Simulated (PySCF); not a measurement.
BeBr2, SMILES [Br][Be][Br].

The structure is a stationary point at B3LYP-D3(BJ)/def2-TZVP.

Level of theory: TDDFT-M06-2X/def2-SVPD (PySCF 2.14.0).

Vertical excitations; the highest root listed may be one member of a degenerate set.  State labels are in the subgroup D2h.

```csv
state,symmetry,energy (eV),λ (nm),f,main pairs
S1,Au,6.69,185,0.000,"HOMO−1→LUMO+1 47 %, HOMO→LUMO+2 47 %"
S2,B1u,6.85,181,0.000,"HOMO→LUMO+1, HOMO−1→LUMO+2 (degenerate set)"
S3,Au,6.85,181,0.000,"HOMO→LUMO+2, HOMO−1→LUMO+1 (degenerate set)"
S4,B2g,7.10,175,0.000,HOMO−1→LUMO (degenerate set)
S5,B3g,7.10,175,0.000,HOMO→LUMO (degenerate set)
S6,B1g,7.17,173,0.000,"HOMO−3→LUMO+2 47 %, HOMO−2→LUMO+1 47 %"
S7,Ag,7.46,166,0.000,"HOMO−2→LUMO+2, HOMO−3→LUMO+1 (degenerate set)"
S8,B1g,7.46,166,0.000,"HOMO−2→LUMO+1, HOMO−3→LUMO+2 (degenerate set)"
S9,B2u,7.76,160,0.147,HOMO−3→LUMO (degenerate set)
S10,B3u,7.76,160,0.147,HOMO−2→LUMO (degenerate set)
T1,B1u,6.44,192,0,"HOMO−1→LUMO+2 46 %, HOMO→LUMO+1 46 %"
T2,B1u,6.66,186,0,"HOMO→LUMO+1, HOMO−1→LUMO+2 (degenerate set)"
T3,Au,6.66,186,0,"HOMO−1→LUMO+1, HOMO→LUMO+2 (degenerate set)"
T4,Ag,6.66,186,0,"HOMO−3→LUMO+1 43 %, HOMO−2→LUMO+2 43 %"
```
Triplets are in the Tamm–Dancoff approximation, which puts them higher than full response would, so one can lie above its singlet here.
